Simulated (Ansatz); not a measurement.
**What each rung costs, and what it gives**

Saddle point of AlH5SO3, closed shell (AlH₃SO₂ ([OH][Al]([OH])[SH]) + H₂O → AlH₃O₃ ([OH][Al]([OH])[OH]) + H₂S (still joined by a long Al–S bond); bonds formed: S2–H5; dative contacts that become bonds: Al1–O6; bonds broken: H5–O6; bonds weakened to dative contacts: Al1–S2), PBE0-D4/def2-TZVP structure:

```xyz
10
angstrom
Al 0.0437 -0.3533 0.1980
S 0.8607 1.1112 -1.5354
O 1.2075 -0.6752 1.3978
O -0.8582 -1.5269 -0.6370
H -0.0767 1.6129 -0.4235
O -0.8132 1.1619 0.6598
H -0.1633 0.7907 -2.3454
H 1.7648 -1.4501 1.3943
H -1.3385 -2.2376 -0.2192
H -0.6266 1.5665 1.5107
```

Barriers are electronic and count from the start structure reached by relaxing down the imaginary mode.

Ansatz 0.2.0; basis: as named in each row; cores frozen in the correlated methods. B3LYP uses VWN-RPA correlation. Extrapolation: Hartree–Fock as exp(−7.88 √X), correlation as X^−2.97.

Times are rough, for one single point on 4 threads of a shared host (Arm Neoverse V1).

The estimate by CCSD(T) at an estimated basis limit (MP2 extrapolated from triple and quadruple zeta, plus CCSD(T) − MP2 in triple zeta) is 69.9 kJ/mol.

| method | basis | time (s) | barrier (kJ/mol) | method less estimate |
| --- | --- | --- | --- | --- |
| HF | STO-3G | under 1 | 109.7 | 39.8 |
| PBE-D4 | STO-3G | under 1 | -15.2 | -85.1 |
| SPW92 | def2-SVP | under 1 | 31.3 | -38.6 |
| PBE-D4 | def2-SVP | under 1 | 42.5 | -27.4 |
| B3LYP-D4 | 6-31G | under 1 | 82.2 | 12.3 |
| PBE0-D4 | def2-SVP | 1 | 59.5 | -10.4 |
| SPW92 | def2-TZVPP | 1 | 33.1 | -36.8 |
| PBE-D4 | def2-TZVPP | 2 | 43.3 | -26.6 |
| BLYP-D4 | def2-TZVPP | 2 | 46.1 | -23.8 |
| B3LYP-D4 | def2-TZVPP | 3 | 58.0 | -11.8 |
| BHLYP-D4 | def2-TZVPP | 3 | 75.4 | 5.5 |
| PBE0-D4 | def2-TZVPP | 3 | 58.3 | -11.6 |
| CAM-B3LYP-D4 | def2-TZVPP | 3 | 62.4 | -7.5 |
| r2SCAN-D4 | def2-TZVPP | 4 | 51.7 | -18.2 |
| CCSD(T) | def2-SVP | 5 | 72.3 | 2.5 |
| wB97M-V | def2-SVP | 6 | 67.0 | -2.9 |
| r2SCAN0-D4 | def2-TZVPP | 6 | 63.0 | -6.9 |
| B2PLYP | def2-TZVPP | 6 | 62.2 | -7.6 |
| PBE-QIDH | def2-TZVPP | 6 | 66.9 | -2.9 |
| RPA on PBE | def2-TZVPP | 6 | 63.4 | -6.5 |
| wB97X-V | def2-TZVPP | 8 | 66.4 | -3.5 |
| B97M-V | def2-TZVPP | 9 | 65.2 | -4.7 |
| wB97M-V | def2-TZVPP | 10 | 67.4 | -2.5 |
| MP2 | def2-QZVPP | 22 | 63.8 | -6.1 |
| CCSD(T) | def2-TZVPP | 170 | 68.7 | -1.2 |

All methods are single points on the PBE0-D4 structures; a negative value means that the method puts the saddle structure below the start.

The T1 diagnostic stays at or below 0.013.

Labels in which every atom is bracketed show which atoms are joined, not bond orders.
